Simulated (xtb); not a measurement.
Harmonic IR lines of one isomer of C₁₄H₁₀S, unscaled. Calculation: GFN2-xTB run with xtb 6.7.1.

| wavenumber (cm⁻¹) | relative intensity |
|---|---|
| 153 | 26 |
| 269 | 3.2 |
| 274 | 21 |
| 713 | 3.6 |
| 751 | 3.6 |
| 757 | 25 |
| 828 | 5.8 |
| 855 | 4.1 |
| 861 | 8.5 |
| 923 | 20 |
| 1003 | 4.6 |
| 1119 | 3.5 |
| 1234 | 5.0 |
| 1361 | 10 |
| 1480 | 6.8 |
| 1525 | 5.3 |
| 1557 | 4.1 |
| 1584 | 18 |
| 2419 | 78 |
| 3074 | 15 |
| 3082 | 64 |
| 3091 | 100 |
| 3100 | 18 |
| 3111 | 42 |

### Question
Say which structure gives these lines.
(A) `Sc1ccc2ccc3ccccc3c2c1`
(B) `Sc1cccc2c1ccc1ccccc12`
(C) `Sc1ccc2c(ccc3ccccc32)c1`
(D) `Sc1cc2ccccc2c2ccccc12`

### Answer
D, `Sc1cc2ccccc2c2ccccc12`
